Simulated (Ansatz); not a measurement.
Ansatz (an electronic-structure program) input (CCSD(T)/aug-cc-pV(D+d)Z):
A basis named .json is the Basis Set Exchange file of that set.

Ansatz 0.2 input:
```yaml
crystal:
  periodic: [false, false, false]
  atoms:
    - {symbol: Si, position_ang: [0.01872284, 0.35343796, 0.24393198]}
    - {symbol: F, position_ang: [-0.00238999, 0.95456240, -1.26208239]}
    - {symbol: C, position_ang: [-1.56419127, -0.62697409, 0.47222945]}
    - {symbol: C, position_ang: [1.54172200, -0.73240873, 0.38660346]}
    - {symbol: H, position_ang: [-2.44561426, 0.00417771, 0.35487490]}
    - {symbol: H, position_ang: [-1.59437544, -1.07693271, 1.46654091]}
    - {symbol: H, position_ang: [-1.61365740, -1.42856763, -0.27166220]}
    - {symbol: H, position_ang: [1.59601938, -1.18523520, 1.37858587]}
    - {symbol: H, position_ang: [1.49574274, -1.53412064, -0.35738433]}
    - {symbol: H, position_ang: [2.45609079, -0.16221764, 0.21974126]}
basis:
  gaussian:
    orbitals: aug-cc-pV_D+d_Z.json
magnetization: {spin_polarized: true, initial_magnetization: 1}
correlation: {method: ccsd_t, electrons: outside_noble_gas}
output: {forces: true}
```

Output:

```
Functional definition: HF
integrals: 0.78 GiB planned
1535 factors; integrals over basis functions are off by at most 9.6e-4 eV
mean field: 0.81 GiB planned
mean field evaluation 1: about -12721.5589 eV, gradient 2.9e1 eV
mean field evaluation 2: about -12721.5597 eV, gradient 2.9e1 eV
mean field evaluation 4: about -12725.8943 eV, gradient 3.0e0 eV
mean field evaluation 8: about -12725.9971 eV, gradient 1.4e-1 eV
mean field evaluation 16: about -12725.9810 eV, gradient 1.2e0 eV
mean field -12725.99754741 eV, -467.6717838764 hartree, gradient 1.9e-6 eV, S^2 0.752736; 0 other end points of the search recorded, 0 dependent functions left out
8 core orbitals not correlated
reference -12725.99754741 eV, -467.6717838764 hartree; 13, 12 occupied and 134, 135 virtual orbitals, 1535 factors
densities: 6.04 GiB planned
second order -16.14057096 eV of doubles, -0.00000000 eV of singles
coupled cluster: 3.22 GiB planned
cycle   1  -16.82959551 eV  change   -6.9e-1 eV  update   9.4e-2
cycle   2  -17.22155952 eV  change   -3.9e-1 eV  update   2.9e-2
cycle   3  -17.33235244 eV  change   -1.1e-1 eV  update   1.5e-2
cycle   4  -17.33273349 eV  change   -3.8e-4 eV  update   4.0e-3
cycle   5  -17.33048336 eV  change    2.3e-3 eV  update   1.8e-3
cycle   6  -17.33051109 eV  change   -2.8e-5 eV  update   7.0e-4
cycle   7  -17.33060968 eV  change   -9.9e-5 eV  update   2.8e-4
cycle   8  -17.33062522 eV  change   -1.6e-5 eV  update   9.3e-5
cycle   9  -17.33064612 eV  change   -2.1e-5 eV  update   3.6e-5
cycle  10  -17.33064564 eV  change    4.7e-7 eV  update   1.4e-5
cycle  11  -17.33064159 eV  change    4.1e-6 eV  update   6.1e-6
cycle  12  -17.33064385 eV  change   -2.3e-6 eV  update   2.8e-6
perturbative correction -0.50323004 eV, -0.0184933629 hartree
the calculation of the forces begins
Total energy: -12743.83142130 eV, -468.3271666538 hartree
Atom 0 at     0.018723     0.353438     0.243932 Å, force     0.015170    -0.151030     0.736233 eV/Å
Atom 1 at    -0.002390     0.954562    -1.262082 Å, force    -0.010898     0.347555    -0.823267 eV/Å
Atom 2 at    -1.564191    -0.626974     0.472229 Å, force     0.238378     0.182740    -0.026996 eV/Å
Atom 3 at     1.541722    -0.732409     0.386603 Å, force    -0.226571     0.198523    -0.014178 eV/Å
Atom 4 at    -2.445614     0.004178     0.354875 Å, force    -0.401929     0.280513    -0.051386 eV/Å
Atom 5 at    -1.594375    -1.076933     1.466541 Å, force    -0.021169    -0.211982     0.449904 eV/Å
Atom 6 at    -1.613657    -1.428568    -0.271662 Å, force    -0.011702    -0.342937    -0.322649 eV/Å
Atom 7 at     1.596019    -1.185235     1.378586 Å, force     0.031483    -0.213770     0.448453 eV/Å
Atom 8 at     1.495743    -1.534121    -0.357384 Å, force    -0.029337    -0.342338    -0.322163 eV/Å
Atom 9 at     2.456091    -0.162218     0.219741 Å, force     0.416575     0.252727    -0.073951 eV/Å
Dipole moment:    -0.002659    -0.285897     0.255599 e Å
```

It need not be the lowest isomer of its formula.
